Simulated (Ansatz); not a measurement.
Reaction (ligand exchange at a B–C bond): `[F][Zn][CH2]BCl` + `N=C=O` → `O=C=NBCl` + `[CH3][Zn][F]`

Isolated molecules relaxed with PBE0-D4/def2-TZVP in Ansatz; ΔE leaves out vibrations. CCSD(T)/CBS adds triple-zeta CCSD(T) − MP2 to the extrapolated MP2 energy (def2 sets, frozen cores). This one scheme is used for every species. DFT in def2-TZVPP. B3LYP here is the variant with VWN-RPA as its local correlation; programs differ in this. For Zn outer-core shells are correlated without core-valence functions, which leaves a few kJ/mol of doubt a bond. Scalar relativity is left out up to krypton. One conformer a species, not always the lowest.

`[F][Zn][CH2]BCl`:

Cartesian coordinates in Å:
```
F -1.209 1.514 -2.634
Zn -0.338 0.627 -1.403
C 0.679 -0.373 -0.089
B -0.114 -0.113 1.179
Cl -1.446 -1.169 1.651
H 0.681 -1.398 -0.468
H 1.674 0.077 -0.119
H 0.074 0.834 1.883
```

`N=C=O`:

```xyz
4

N    -0.345   -0.054    0.681
C     0.405    0.127   -0.248
O     1.219    0.347   -1.046
H    -1.278   -0.420    0.613
```

`O=C=NBCl`:

```xyz
6

O    -1.463    0.789    2.037
C    -0.848    0.275    1.200
N    -0.233   -0.341    0.372
B     0.567   -0.386   -0.782
Cl    1.036    1.086   -1.605
H     0.940   -1.424   -1.222
```

`[CH3][Zn][F]`:

Cartesian coordinates in Å:
```
C 0.453 -0.471 0.349
Zn -0.717 0.745 -0.553
F -1.791 1.860 -1.380
H 1.002 0.047 1.138
H -0.119 -1.284 0.799
H 1.171 -0.897 -0.353
```

| level | ΔE (kJ/mol) |
| --- | --- |
| r2SCAN-D4 | -70.7 |
| B2PLYP | -74.9 |
| PBE | -71.5 |
| r2SCAN | -71.0 |
| PBE0 | -69.7 |
| B3LYP | -79.0 |
| MP2/def2-TZVPP | -68.4 |
| CCSD/CBS(def2) | -67.7 |

Q: What does CCSD(T)/CBS give? (Best estimate.)

A: Ansatz gave: -66.4 kJ/mol. The listed levels differ from it by -4.3, -8.5, -5.1, -4.6, -3.3, -12.6, -2.0, -1.3 kJ/mol.

Largest T1 diagnostic among the species: 0.018.

In def2-TZVPP, CCSD(T) changes the Hartree–Fock value by +12.2 kJ/mol (the triples alone add +1.3 kJ/mol) and MP2 by +9.9 kJ/mol. The D4 term adds +3.2 kJ/mol with B3LYP and +1.6 kJ/mol with PBE0; it sums over pairs of atoms, weighted by their polarisabilities, and B3LYP, whose exchange is more repulsive, gets the larger term.
